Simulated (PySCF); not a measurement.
## Spectroscopy problems

- shieldings: GIAO PBE0/pcSseg-1
- geometry: GFN2-xTB
- program: PySCF
- isolated molecule, averaged over atoms made equivalent by symmetry, fast rotation or ring inversion, no relativistic terms, single conformer

Shifts are taken against calculated references (same method and geometry level): 1H, 13C against TMS. Splittings of carbon signals by F and P are missing where no couplings were computed. Where no couplings were computed, multiplicities follow the n + 1 count of equivalent neighbours, and m marks all less simple cases (inequivalent or close neighbours, rings, F or P nearby). Acid and N–H amide carbonyl carbons lie up to 10 ppm further downfield in solution (hydrogen bonding). Shifts are as computed. Against solution values, carbons near 30 ppm lie about +3 ppm off and those near 130 ppm about +5 ppm. Of 1211 compounds with measured shifts, 218 miss one by over three times the rms of a fit or turn the order of signals round; such compounds aren't used in these exercises. OH and NH positions are gas-phase values without hydrogen bonding to other molecules.

(1) C9H8F2O. 1H NMR (300 MHz, computed): δ 7.83 (d, 1H), 7.69 (m, 1H), 7.63 (m, 1H), 7.56 (m, 1H), 6.21 (m, 1H), 5.53 (m, 1H), 5.49 (m, 1H), 5.43 (m, 1H). 13C{1H} NMR (computed): δ 147.4 (C), 141.8 (C), 134.1 (CH), 132.9 (CH), 128.9 (CH), 125.8 (CH), 123.0 (CH), 89.5 (CH), 79.2 (CH2). Identify the compound.

(2) C7H5FO2. 1H NMR (300 MHz, computed): δ 8.68 (m, 1H), 7.84 (m, 1H), 7.53 (m, 1H), 7.44 (m, 1H), 6.67 (br s, 1H). 13C{1H} NMR (computed): δ 173.6 (C), 169.6 (C), 141.5 (CH), 141.4 (CH), 128.8 (CH), 123.0 (CH), 121.0 (C). What is it?

Results:

(1) SMILES FC(F)[C@H]1OCc2ccccc21. Rings plus π bonds: 5 (2 rings in the answer). 9 carbon signals for 9 carbons: no two carbons are equivalent. Carbon types of the structure: 2 × C, 6 × CH, 1 × CH2, which accounts for all hydrogens. δC 134.1, 132.9, 128.9, 125.8: aromatic CH. δC 123.0: sp3 CH bonded to 2 F; 2 electronegative neighbours deshield it. δC 89.5: sp3 CH bonded to O, on an aromatic ring; deshielded by the electronegative neighbour. δC 79.2: sp3 CH2 bonded to O, on an aromatic ring; pulled downfield by the heteroatom.

This is the structure that produced the data.

(2) `C1=C(C(=O)O)C(F)=CC=C1`. Rings plus π bonds: 5 (1 ring in the answer). 7 carbon signals for 7 carbons: no two carbons are equivalent. Carbon types of the structure: 3 × C, 4 × CH, leaving 1 H on heteroatoms. δC 173.6: aromatic carbon bearing fluorine; an ipso carbon deshielded by its heteroatom. δC 169.6: carboxylic acid carbon; lone-pair donation from the attached heteroatom keeps it upfield of a ketone carbonyl. δC 141.5, 141.4, 128.8, 123.0: aromatic CH. δH 8.68, 7.84, 7.53, 7.44: hydrogen on an aromatic CH.

The data come from this structure; uniqueness wasn't tested.
